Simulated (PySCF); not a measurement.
**Dipole response of Ta⁺ (tantalum, charge +1)**

[Xe] 4f14 5d3 6s1, high-spin 5F determinant. All numbers are calculated (PySCF 2.14, a scalar-relativistic core potential, in def2-TZVPPD with the def2 core potential (60 electrons)). Coupled (time-dependent) response in atomic units; α is the mean over directions.

```tsv
method	mean α (bohr³)	C₆ (like pair)	S(−4)
UHF	51.38	456.0	1361
PBE	39.61	333.0	755.7
PBE0	41.44	351.6	829.4
BLYP	38.86	323.5	735.2
TPSS	41.01	349.5	805.3
```

S(−4) is the Cauchy moment in α(ω) = α(0) + S(−4) ω² + …

Spin-orbit coupling is absent.

α(iu) at UHF:

| u (hartree) | α(iu) (bohr³) |
| --- | --- |
| 0 | 51.38 |
| 0.0500 | 48.23 |
| 0.100 | 40.99 |
| 0.200 | 26.96 |
| 0.300 | 18.61 |
| 0.500 | 11.04 |
| 0.750 | 7.154 |
| 1.00 | 5.151 |
| 1.50 | 3.098 |
| 2.00 | 2.074 |
| 3.00 | 1.107 |
| 5.00 | 0.4566 |

For an ion, C₆ is the dispersion term alone; charge-induced terms of lower order in 1/R come first.

Energies and moments cover only the electrons outside the core potential. Spin-orbit coupling, absent here, splits the open shell strongly.
